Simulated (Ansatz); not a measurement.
Total energies of Cu2Cl2⁻ from Ansatz at PBE-D4/def2-TZVPD, gas phase (1 Eh = 27.2114 eV = 2625.5 kJ/mol). The reference geometry is relaxed at r2SCAN-D4/def2-SVPD.

Cartesian coordinates in Å:
```
Cu 0.1195 -0.0649 0.5097
Cu -0.7792 -0.0258 -1.7597
Cl -0.4506 -0.9844 2.3632
Cl 1.1103 1.0751 -1.1133
```

| state | geometry | energy (Eh) |
| --- | --- | --- |
| charge -1 doublet | reference | -4200.83521 |
| charge 0 singlet | reference | -4200.75073 |
| charge -1 quartet | relaxed at r2SCAN-D4/def2-SVPD | -4200.72679 |

Question: Work out the vertical ionisation energy to the singlet.

Answer: E(charge 0 singlet) − E(charge -1 doublet) = -4200.75073 − (-4200.83521) = 0.08448 Eh = 2.30 eV. For comparison, −ε of the highest occupied level of the spin that leaves is -0.18 eV at this level, 2.48 eV less.

Question: Which of the charge -1 states is lowest, and how far above it are the others?

Answer: The doublet. quartet: -4200.72679 − (-4200.83521) = 0.10842 Eh = 284.7 kJ/mol.

At PBE-D4/def2-TZVPD the highest occupied level of the charge -1 doublet lies above zero (up to 0.18 eV). By energy differences its removal costs 2.30 eV (vertical, to the charge 0 singlet, at PBE-D4/def2-TZVPD); a positive level beside a positive removal energy at the same level points to self-interaction error. At PBE-D4/def2-TZVPD the highest occupied level of the charge -1 quartet lies above zero (up to 0.92 eV). It is a level of α spin, whose loss leaves a triplet; that state wasn't run at this geometry and level. The electron is either unbound and held by the finite basis, or the level is raised by self-interaction error. 

The structure comes from a short search, and lower isomers may exist.
